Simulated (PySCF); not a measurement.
# Excitation energy of Sn by level of theory

Sn [Kr] 4d10 5s2 5p2 (3P) → Sn [Kr] 4d10 5s1 5p3 (5S), as a difference of total energies. Calculation: PySCF 2.14, in aug-cc-pVQZ-PP with ECP28MDF (7s7p5d3f2g, 92 functions); a scalar-relativistic core potential. Correlated levels: valence: 4s2 4p6 4d10 frozen. The calculations carry no spin-orbit coupling.

| method | excitation energy (cm⁻¹) |
| --- | --- |
| UHF | 23900 |
| LDA | 43857 |
| PBE | 41841 |
| PBE0 | 38497 |
| r2SCAN | 36815 |
| wB97X-V | 40173 |
| wB97M-V | 38844 |
| M06-2X | 37257 |
| MP2 (valence) | 30559 |
| SCS-MP2 (valence) | 33530 |

Errors of the correlated levels include the incompleteness of this basis and the frozen core.

Task: Which method comes closest to the reference value, and which is furthest?

Result: The reference is 37157 cm⁻¹ (measured; NIST levels, between the centres of gravity of the two terms). Closest: M06-2X (error 99.874 cm⁻¹); furthest: UHF (error -13257 cm⁻¹).
